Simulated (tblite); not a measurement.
Compound: C₈H₈N (doublet state).
Z-matrix (Å and degrees, GFN2-xTB geometry), rows numbered from 1:
```
C 
N   1  1.4295
C   2  1.2572  1  123.79
C   3  1.4784  2  129.88  1    -1.55
C   4  1.3922  3  118.57  2   134.38
C   5  1.3917  4  120.29  3  -179.21
C   6  1.3650  5  117.67  4    -1.40
C   7  1.3634  6  124.37  5     0.21
C   4  1.3911  3  121.70  2   -46.34
H   1  1.0911  2  107.06  3  -137.43
H   1  1.0917  2  108.57  3   106.86
H   1  1.0962  2  114.65  3   -15.62
H   3  1.0875  2  115.30  1   176.60
H   5  1.0813  4  119.94  3    -0.38
H   6  1.0797  5  120.19  4   179.04
H   8  1.0796  7  122.24  6  -179.07
H   9  1.0804  4  120.37  3    -2.16
```

Structure optimised with GFN2-xTB, isolated species. This method treats the open shell by occupation alone, without spin polarisation.

Masses are those of the commonest isotopes; rigid-rotor values at the optimised geometry. The values belong to one conformer with, in the numbering `[CH3:1]/[N:2]=[CH:3]\[c:4]1[cH:5][cH:6][c:7][cH:8][cH:9]1`, N2–C3–C4–C5 134°.

Task: What are A, B and C (cm⁻¹)?

Result: Ia = 130.70, Ib = 434.75, Ic = 523.99 u·Å²; 505379 MHz·u·Å²/I gives 3867, 1162 and 964.5 MHz, that is A = 0.12898, B = 0.03878, C = 0.03217 cm⁻¹.

Task: What kind of rotor is it?

Result: An asymmetric top. Ray's parameter κ = (2B − A − C)/(A − C) = -0.864; −1 is the prolate and +1 the oblate limit.

Task: Is it planar, by Δ = Ic − Ia − Ib?

Result: Not planar: Δ = Ic − Ia − Ib = -41.46 u·Å². For a rigid frame Δ = −2 Σ m c², so Σ m c² = 20.73 u·Å² lies off the ab plane: 5.92 from hydrogen and 14.81 from heavier atoms. The atom farthest from that plane is 1.43 Å away.

Task: Estimate the classical rotational partition function at 200 K, 298.15 K and 500 K.

Result: Point group C1, symmetry number σ = 1; q = (√π/σ)·√((kT/h)³/(ABC)), k/h = 20836.6 MHz/K: 229000 at 200 K, 417000 at 298.15 K, 905000 at 500 K.

For this open shell read J as N, the rotation without spin; fine and hyperfine splittings come on top. Its GFN2-xTB frequencies are all real (lowest 57 cm⁻¹). These are rigid-rotor constants of the computed structure; measured ground-state constants (B0) also hold zero-point vibration.

Time: 0.3 s wall. Hardware: Arm Neoverse V1, one thread, on a shared host. These figures are those of the optimisation.
